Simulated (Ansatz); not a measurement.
`C[SiH]([GaH2])[GeH2][GeH3]` + H–F → `[F][GeH2][GeH3]` + `C[SiH2][GaH2]` at 298.15 K and 1 bar (cleavage of the Ge–Si bond).

Calculated with Ansatz (gas phase, PBE0-D4/def2-TZVP geometries, no zero-point term in ΔE). CCSD(T)/CBS adds triple-zeta CCSD(T) − MP2 to the extrapolated MP2 energy (def2 sets, frozen cores). This one scheme is used for every species. For Ga, Ge outer-core shells are correlated without core-valence functions, which leaves a few kJ/mol of doubt a bond. Scalar relativity is left out up to krypton. Each species was taken in one conformer, which may not be the lowest.

| species | CCSD(T)/CBS energy (Eh) | H − E (kJ/mol) | S (J/(mol·K)) |
| --- | --- | --- | --- |
| `C[SiH]([GaH2])[GeH2][GeH3]` | -6409.91825 | 294.3 | 495.8 |
| H–F | -100.39570 | 33.5 | 173.6 |
| `[F][GeH2][GeH3]` | -4255.04883 | 127.1 | 339.1 |
| `C[SiH2][GaH2]` | -2255.26778 | 194.9 | 345.6 |

H − E and S are ideal-gas, rigid-rotor, harmonic terms from PBE0-D4/def2-TZVP, for one conformer and one mirror image of each species. 1 Eh = 2625.50 kJ/mol, R = 8.31446 J/(mol·K).

**Question.** By hand: ΔE, ΔH, ΔS and ΔG.

**Answer.** ΔE = (-4255.04883) + (-2255.26778) − (-6409.91825) − (-100.39570) = -0.00266 Eh = -7.0 kJ/mol. Δ(H − E) = 127.1 + 194.9 − 294.3 − 33.5 = -5.8, so ΔH = -12.8 kJ/mol. ΔS = 339.1 + 345.6 − 495.8 − 173.6 = 15.3 J/(mol·K). ΔG = -12.8 − 298.15 × (15.3)/1000 = -17.4 kJ/mol.

**Question.** By hand: the equilibrium constant, and the temperature at which ΔG would vanish if ΔH and ΔS stayed fixed.

**Answer.** log₁₀ K = −ΔG/(RT ln 10) = 3.0. ΔH and −TΔS have one sign here, so there is no such temperature.

TΔS isn't small against ΔH here. A doubt of 5 kJ/mol in ΔE shifts log₁₀ K by 0.9 here. Other conformers and mirror images would add mixing entropy, several J/(mol·K) or more a flexible species. Modes under 60 cm⁻¹, often nearly free rotors, make the harmonic entropy too high. These are equilibria of isolated gas molecules and say nothing of rates. Largest T1 diagnostic: 0.012 (customary marks: 0.02 for closed shells, 0.045 for open ones).
